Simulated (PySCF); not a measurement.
Problem. What does the PBE0-D3(BJ)/def2-SVP structure of `N#CC[Si@H](N)S` look like in three dimensions?

Solution. 
```
atom  x, y, z in Å
N1    -1.9301   -2.2607    0.5425
C2    -1.6945   -1.1435    0.3420
C3    -1.2964    0.2234    0.0837
Si4    0.4626    0.2756   -0.6484
N5     1.4137   -0.7196    0.3792
S6     1.2344    2.2700   -0.6649
H7    -1.3099    0.7971    1.0243
H8    -1.9985    0.7049   -0.6149
H9     0.3658   -0.0750   -2.0968
H10    2.4132   -0.7990    0.2280
H11    1.0196   -1.5947    0.7141
H12    1.3889    2.3167    0.6776
```

Orientation and origin are arbitrary. Atoms count from 1 in this order. N5 (silicon-bound nitrogen) has angles 120.1°, 118.8° and 111.3°, sum 350.2°, 0.22 Å off the plane of its three neighbours. Of the pairs four or more bonds apart, C2···H11 is among the closest relative to their van der Waals radii: 2.78 Å, 96 % of the sum of Bondi's values. Si4 (SiH silicon) is distorted tetrahedral (angles from 103.6° to 118.7°).

Bonds between heavy atoms (Å): N1≡C2 1.159, C2–C3 1.447, C3–Si4 1.906, Si4–N5 1.718, Si4–S6 2.139.

Theory: PBE0-D3(BJ)/def2-SVP geometry optimisation, gas phase (PySCF).

Point group: C1 (no symmetry element, even within 0.4 Å). No frequency check. One conformer, not necessarily the lowest (C2–C3–Si4–N5 -49°, C3–Si4–N5–H -176° and 41°, C3–Si4–S6–H 71°).

Time: 65 s wall; peak memory 0.51 GiB. Hardware: Arm Neoverse V1, one thread (shared host). This is the geometry optimisation.
